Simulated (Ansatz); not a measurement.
Two structures of SiH2BrClF2, singlet, reached by relaxing down either side of one saddle point (PBE0-D4/def2-TZVP). Energies are electronic, without zero-point energy. Ansatz 0.2.0; basis: def2-TZVPP and def2-QZVPP; cores frozen in the correlated methods. Filled d shells of the heavier atoms are correlated. The def2 sets are not built for correlating such inner shells, so the correlated values are less sure here. Extrapolation: Hartree–Fock as exp(−7.88 √X), correlation as X^−2.97. First:

```tsv
atom	x (Å)	y (Å)	z (Å)
Si1	-0.3874	-0.6343	-0.7892
Cl2	1.0246	-1.4338	0.4237
F3	-0.7884	-1.7209	-1.8600
F4	-1.6703	-0.3175	0.0690
H5	0.0956	0.5713	-1.4620
H6	1.1026	1.1612	2.0921
Br7	0.6232	2.3741	1.5264
```

Second:

```xyz
7
angstrom
Si -0.6034 0.3868 -0.9007
Cl 1.2994 -1.7125 2.2004
F 0.3066 -0.7491 -1.5012
F -1.6925 -0.2841 0.0176
H -1.2485 1.1395 -1.9798
H 1.2956 -0.4850 1.8282
Br 0.6428 1.7044 0.3355
```

(1) Which bonds change from the first to the second?

(2) Give the saddle point's structure and its height above each. (An estimate is asked for; the value comes from the calculation.)

T1 diagnostic: at most 0.011.

Answers

(1) SiHClF₂ ([F][SiH]([F])[Cl]) + HBr → SiHBrF₂ ([F][SiH]([F])[Br]) + HCl; bonds formed: Si1–Br7, Cl2–H6; bonds broken: Si1–Cl2, H6–Br7.

(2) By the calculation: 1.654 eV above the first and 1.559 eV above the second (CCSD(T) at an estimated basis limit (MP2 extrapolated from triple and quadruple zeta, plus CCSD(T) − MP2 in triple zeta)).
```
7
angstrom
Si -0.3580 -0.0517 -0.5396
Cl 1.0916 -1.1832 0.9649
F -0.2736 -1.4242 -1.3576
F -1.7854 -0.1374 0.1270
H -0.1550 0.8792 -1.6547
H 1.0983 0.1291 1.4789
Br 0.3821 1.7882 0.9811
```

Labels in which every atom is bracketed show which atoms are joined, not bond orders.

For scale, one of the runs: CCSD(T)/def2-TZVPP, 222 basis functions, launched by `ansatz run in.yaml --threads 8 --pin off --events-out ev --progress --plain --max-ram 19148MiB`. The run took 76 s on 8 CPU threads of an Arm Neoverse V2 (shared host), with 3.7 GiB of host memory at its peak.
